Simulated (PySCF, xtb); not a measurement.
SiF2HI, SMILES F[SiH](F)I.

GFN2-xTB (xtb 6.7.1) at its own geometry gives an orbital gap of 6.02 eV and a dipole moment of 3.94 D.

Geometry: B3LYP-D3(BJ)/def2-SVP. The def2 effective core potentials stand for the cores of I; spin–orbit coupling is left out.

### Question
What does r2SCAN/def2-TZVPD (PySCF) give? (Estimate from the structure and the level; the computed values follow.)

### Answer
gap 6.18 eV (levels -7.50 and -1.32 eV), dipole 1.29 D.
